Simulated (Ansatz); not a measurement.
Ga(Me)(OH)2 (CH5GaO2), SMILES [CH3][Ga]([OH])[OH].

Geometry: B3LYP-D3(BJ)/def2-SVP. The structure was generated by enumeration; whether it is a known compound was not checked. Other conformers were not sampled.

Two levels are set side by side: PBE/def2-SVPD (Ansatz, an electronic-structure program) and PBE0/def2-SVPD (Ansatz). Energy differences of separate SCF runs at the same geometry; the states with an electron removed or added have multiplicity 2 and 2. Differences are taken from unrounded values.

| quantity | PBE0 |
|---|---|
| vertical ionisation energy (eV) | 10.75 |
| vertical singlet–triplet gap (eV) | 6.31 |

Problem. What does PBE give, and how far is it from PBE0? (The exact figures need the calculation; the answer reports its results.)

Solution. 
| quantity | PBE | PBE minus PBE0 |
|---|---|---|
| vertical ionisation energy (eV) | 10.27 | -0.48 |
| vertical singlet–triplet gap (eV) | 5.65 | -0.65 |
